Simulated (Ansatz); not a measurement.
Program: Ansatz. Geometries: PBE0-D4/def2-TZVP. ΔE: electronic, gas phase. CCSD(T)/CBS adds triple-zeta CCSD(T) − MP2 to the extrapolated MP2 energy (def2 sets, frozen cores). This one scheme is used for every species. DFT in def2-TZVPP. B3LYP here is the variant with VWN-RPA as its local correlation; programs differ in this. HSE06 is defined as in plane-wave codes. No spin–orbit coupling; open shells (•) take unrestricted orbitals. For Ga outer-core shells are correlated without core-valence functions, which leaves a few kJ/mol of doubt a bond. Scalar relativity is left out up to krypton. Each species was taken in one conformer, which may not be the lowest.

Reaction (hydrogen abstraction from a Ga–H bond): `[NH2][GaH][OH]` + `[OH]`• → `[NH2][Ga][OH]`• + H₂O

```
             level  ΔE (kcal/mol)  difference from CCSD(T)/CBS
       LDA (SPW92)          -48.8                        -12.7
         revPBE-D4          -39.4                         -3.3
           BLYP-D4          -39.1                         -3.0
         r2SCAN-D4          -36.5                         -0.4
            B97M-V          -32.8                          3.3
           PBE0-D4          -36.9                         -0.8
          B3LYP-D4          -36.2                         -0.1
        r2SCANh-D4          -35.4                          0.7
        r2SCAN0-D4          -33.8                          2.3
          HSE06-D4          -37.2                         -1.1
          BHLYP-D4          -30.3                          5.8
      CAM-B3LYP-D4          -35.0                          1.1
           ωB97X-V          -33.6                          2.5
           ωB97M-V          -36.4                         -0.3
            B2PLYP          -36.8                         -0.7
               PBE          -41.8                         -5.7
            revPBE          -40.2                         -4.1
              BLYP          -39.8                         -3.7
            r2SCAN          -36.6                         -0.5
              PBE0          -37.2                         -1.1
           r2SCANh          -35.5                          0.6
           r2SCAN0          -33.9                          2.2
             HSE06          -37.4                         -1.3
         CAM-B3LYP          -35.2                          0.9
           LC-ωPBE          -35.1                          1.0
RPA@PBE/def2-TZVPP          -31.5                          4.6
       HF/def2-SVP          -16.7                         19.4
      MP2/def2-SVP          -36.3                         -0.2
     CCSD/def2-SVP          -30.0                          6.1
  CCSD(T)/def2-SVP          -31.1                          5.0
     HF/def2-TZVPP          -19.2                         16.9
    MP2/def2-TZVPP          -41.3                         -5.2
SCS-MP2/def2-TZVPP          -37.2                         -1.1
   CCSD/def2-TZVPP          -33.3                          2.8
CCSD(T)/def2-TZVPP          -35.1                          1.0
     HF/def2-QZVPP          -19.4                         16.7
    MP2/def2-QZVPP          -41.9                         -5.8
SCS-MP2/def2-QZVPP          -37.9                         -1.8
     MP2/CBS(def2)          -42.3                         -6.2
    CCSD/CBS(def2)          -34.3                          1.8
       CCSD(T)/CBS          -36.1                            0
```

Largest T1 diagnostic among the species: 0.016.

At CCSD(T), def2-SVP lies +5.0 kcal/mol from the extrapolated value and def2-TZVPP +1.0 kcal/mol. From BLYP to BHLYP (50 % exact exchange), in def2-TZVPP and without D4, ΔE moves by +9.1 kcal/mol. Leaving LDA and LC-ωPBE aside and taking each functional with its dispersion term where it has one, the values, not all of them listed here, spread over 11.2 kcal/mol, from PBE-D4 to BHLYP-D4. LDA lies −7.0 kcal/mol from PBE without D4.
